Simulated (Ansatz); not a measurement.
A trace of molecular dynamics of C₂H₅OSi (9 atoms, charge 1, multiplicity 1).

All numbers below come from RKS r2SCAN/def2-SVP (Ansatz 0.2.0).

```json
{
  "ensemble": "NVE (velocity Verlet)",
  "starting velocities drawn for": "300 K",
  "seed": "12241"
}
```

```json
{"time (fs)": "0.0", "T (K)": "300", "potential energy less start (eV)": "0.000", "conserved less start (meV/atom)": "0.00"}
{"time (fs)": "4.0", "T (K)": "173", "potential energy less start (eV)": "0.116", "conserved less start (meV/atom)": "0.07"}
{"time (fs)": "8.0", "T (K)": "94", "potential energy less start (eV)": "0.188", "conserved less start (meV/atom)": "0.15"}
{"time (fs)": "12.0", "T (K)": "191", "potential energy less start (eV)": "0.100", "conserved less start (meV/atom)": "0.10"}
{"time (fs)": "16.0", "T (K)": "171", "potential energy less start (eV)": "0.118", "conserved less start (meV/atom)": "0.14"}
{"time (fs)": "20.0", "T (K)": "97", "potential energy less start (eV)": "0.186", "conserved less start (meV/atom)": "0.20"}
{"time (fs)": "24.0", "T (K)": "161", "potential energy less start (eV)": "0.127", "conserved less start (meV/atom)": "0.15"}
{"time (fs)": "28.0", "T (K)": "230", "potential energy less start (eV)": "0.064", "conserved less start (meV/atom)": "0.06"}
{"time (fs)": "32.0", "T (K)": "133", "potential energy less start (eV)": "0.151", "conserved less start (meV/atom)": "0.08"}
{"time (fs)": "36.0", "T (K)": "107", "potential energy less start (eV)": "0.175", "conserved less start (meV/atom)": "0.08"}
{"time (fs)": "40.0", "T (K)": "217", "potential energy less start (eV)": "0.075", "conserved less start (meV/atom)": "0.05"}
{"time (fs)": "44.0", "T (K)": "186", "potential energy less start (eV)": "0.104", "conserved less start (meV/atom)": "0.09"}
{"time (fs)": "48.0", "T (K)": "98", "potential energy less start (eV)": "0.184", "conserved less start (meV/atom)": "0.14"}
{"time (fs)": "52.0", "T (K)": "145", "potential energy less start (eV)": "0.142", "conserved less start (meV/atom)": "0.17"}
{"time (fs)": "56.0", "T (K)": "167", "potential energy less start (eV)": "0.122", "conserved less start (meV/atom)": "0.17"}
{"time (fs)": "60.0", "T (K)": "91", "potential energy less start (eV)": "0.190", "conserved less start (meV/atom)": "0.14"}
{"time (fs)": "64.0", "T (K)": "134", "potential energy less start (eV)": "0.151", "conserved less start (meV/atom)": "0.10"}
{"time (fs)": "68.0", "T (K)": "220", "potential energy less start (eV)": "0.073", "conserved less start (meV/atom)": "0.08"}
{"time (fs)": "72.0", "T (K)": "179", "potential energy less start (eV)": "0.110", "conserved less start (meV/atom)": "0.05"}
{"time (fs)": "76.0", "T (K)": "105", "potential energy less start (eV)": "0.177", "conserved less start (meV/atom)": "0.07"}
{"time (fs)": "80.0", "T (K)": "159", "potential energy less start (eV)": "0.128", "conserved less start (meV/atom)": "0.09"}
{"time (fs)": "84.0", "T (K)": "166", "potential energy less start (eV)": "0.122", "conserved less start (meV/atom)": "0.11"}
{"time (fs)": "88.0", "T (K)": "50", "potential energy less start (eV)": "0.228", "conserved less start (meV/atom)": "0.19"}
{"time (fs)": "92.0", "T (K)": "94", "potential energy less start (eV)": "0.188", "conserved less start (meV/atom)": "0.17"}
{"time (fs)": "96.0", "T (K)": "199", "potential energy less start (eV)": "0.092", "conserved less start (meV/atom)": "0.11"}
{"time (fs)": "100.0", "T (K)": "146", "potential energy less start (eV)": "0.140", "conserved less start (meV/atom)": "0.11"}
```

**Question.** Can this run be trusted? Judge the integration.

**Answer.** The conserved energy stayed within 0.2 meV per atom of its start (net change 0.11 meV per atom), so the integration is sound. The temperature averaged 0.49 of the 300 K drawn at the start: a run that starts near a minimum puts about half its kinetic energy into the potential. A run of 0.1 ps of so small a system gives no equilibrium averages. The orbitals stay closed-shell, which can raise the energy where a bond breaks towards radicals; this wasn't checked here. Limits of this set-up: the dipole of an ion depends on the origin. The time step was 0.5 fs.

Run time: 5 min on 2 threads of AMD EPYC 7R13 Processor (Zen 3) (shared host), peak memory 0.16 GiB.
